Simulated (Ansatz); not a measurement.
# SbHF (SMILES [F][SbH]): the vertical ionisation energy from total energies

SbHF has 3 atoms, charge 0, and is taken as a doublet. SMILES: `[F][SbH]`. The coordinates come from a PBE0-D4/def2-TZVP relaxation.

```xyz
3

F    -0.8262    1.1003   -0.3412
Sb   -0.3238   -0.7513   -0.2559
H     1.1390   -0.4137    0.5838
```

Both states at this one shape; open shells run unrestricted unless said. 1 Eh = 27.2114 eV.

| level | program | doublet SbHF (Eh) | singlet SbHF+ (Eh) |
| --- | --- | --- | --- |
| UBLYP/STO-3G | Ansatz | -6352.211791 | -6351.999712 |
| UB3LYP/STO-3G | Ansatz | -6352.369813 | -6352.142954 |

Work out the vertical ionisation energy at each level.


1. UBLYP/STO-3G: -6351.999712 − (-6352.211791) = 0.212079 Eh = 5.77 eV.
2. UB3LYP/STO-3G: -6352.142954 − (-6352.369813) = 0.226859 Eh = 6.17 eV.

No measured value is set beside it here; the levels span 5.77 to 6.17 eV. Spin-orbit coupling, which splits open shells on such heavy atoms by tenths of an eV, is left out. Minimal sets are far from the basis-set limit. All-electron rows are non-relativistic unless named.
